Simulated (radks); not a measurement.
Values are calculated unless marked as measured or tabulated.
Q: The mean radii <r> (bohr) of the occupied orbitals of an atom or ion are listed with their occupations. Level of theory: scalar-relativistic Kohn-Sham, HCTH/407, spin-unpolarised, spherical densities, finite nucleus; Fermi nuclear charge, rms radius of each element as measured or else 0.836 A^(1/3) + 0.57 fm (a radial shooting solver on a logarithmic mesh with Libxc functionals).

| orbital | occ. | <r> |
|---|---|---|
| 1s | 2 | 0.05851 |
| 2s | 2 | 0.2658 |
| 2p | 6 | 0.2344 |
| 3s | 2 | 0.7339 |
| 3p | 5 | 0.7412 |

Name the element and its charge.

A: Z = 26, iron, charge +9: Fe9+ in [Ne] 3s2 3p5. The 1s radius gives Z: for a bare nucleus <r> = (2 gamma + 1)/(2Z) with gamma = sqrt(1 - (Z/c)^2), 0.05699 bohr for Z = 26, and screening makes it slightly larger (0.05851 here). The occupations add up to 17, and the charge is Z minus that.
